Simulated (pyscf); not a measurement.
Optimised with ωB97X-D3(BJ)/def2-SVP in PySCF. MP2 and CC: frozen core, UHF for open shells. ΔMP2 is the change of the MP2 total energy from the triple- to the quadruple-zeta basis.

SMILES: [AlH]([OH])[O][AlH2]
```xyz
8

O      0.2053    -2.0486    -0.0665
Al    -0.0373    -0.4138     0.3319
O     -0.3623     0.7582    -0.8525
Al    -0.6928     2.0338    -1.9238
H      0.1855    -2.4555    -0.9343
H      0.0534    -0.0330     1.8517
H      0.5217     2.8484    -2.5296
H     -2.2015     2.3484    -2.2847
```

Task: How much does it cost (ΔH, 298 K, CCSD(T)/def2-TZVPP + ΔMP2(QZVPP)) to split `[OH][AlH][O][AlH2]` at its Al–O bond into [HO–AlH]• + •O–AlH₂?

Result: Al–O to [HO–AlH]• + •O–AlH₂: 138.3 kcal/mol. The radicals are drawn with the spin at the cut bond; how far it spreads was not checked. •O–AlH₂ lies 34.3 kcal/mol over its isomer [HO–AlH]• (electronic energy, ωB97M-D3(BJ)/def2-TZVP). Other isomers of [HO–AlH]• were not searched in full and may lie lower. The CCSD(T) − MP2 part came from Ansatz, without density fitting, on the same reference.
